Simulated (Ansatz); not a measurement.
`BOB[SiH2][AlH2]` and `OB[SiH2][AlH2]` differ in one atom or group.

Ansatz, PBE0-D4/def2-TZVP geometries, multiplicity 1. Each molecule was computed in one conformer, which needn't be the lowest.

| property | `BOB[SiH2][AlH2]` |
| --- | --- |
| LUMO energy (ωB97M-V/def2-TZVPP) / eV | -0.62 |
| LUMO energy (PBE0/def2-TZVPP) / eV | -2.28 |
| HOMO energy (PBE/def2-TZVPP) / eV | -6.24 |
| HOMO energy (B3LYP/def2-TZVPP) / eV | -7.06 |
| ideal-gas entropy at 298 K and 1 bar (rigid rotor, harmonic PBE0-D4/def2-TZVP) / J/(mol·K) | 407 |
| HOMO–LUMO gap (PBE/def2-TZVPP) / eV | 3.18 |

**Question.** Give the same properties after the change, and the shifts. (Best estimate.)

**Answer.** Computed: 
| property | `OB[SiH2][AlH2]` | shift |
| --- | --- | --- |
| LUMO energy (ωB97M-V/def2-TZVPP) / eV | -0.40 | 0.22 |
| LUMO energy (PBE0/def2-TZVPP) / eV | -2.06 | 0.22 |
| HOMO energy (PBE/def2-TZVPP) / eV | -6.09 | 0.15 |
| HOMO energy (B3LYP/def2-TZVPP) / eV | -6.94 | 0.12 |
| ideal-gas entropy at 298 K and 1 bar (rigid rotor, harmonic PBE0-D4/def2-TZVP) / J/(mol·K) | 367 | -40 |
| HOMO–LUMO gap (PBE/def2-TZVPP) / eV | 3.26 | 0.08 |

With PBE0 the HOMO rises by 0.12 eV and the LUMO rises by 0.22 eV, so the gap widens by about 0.10 eV. PBE moves the HOMO by 0.15 eV and ωB97M-V by 0.12 eV. The zero-point energy changes by -28.8 kJ/mol with -6 modes. Modes under 60 cm⁻¹, often nearly free rotors, make the harmonic entropy too high.

B3LYP here is the variant with VWN-RPA as its local correlation; programs differ in this.
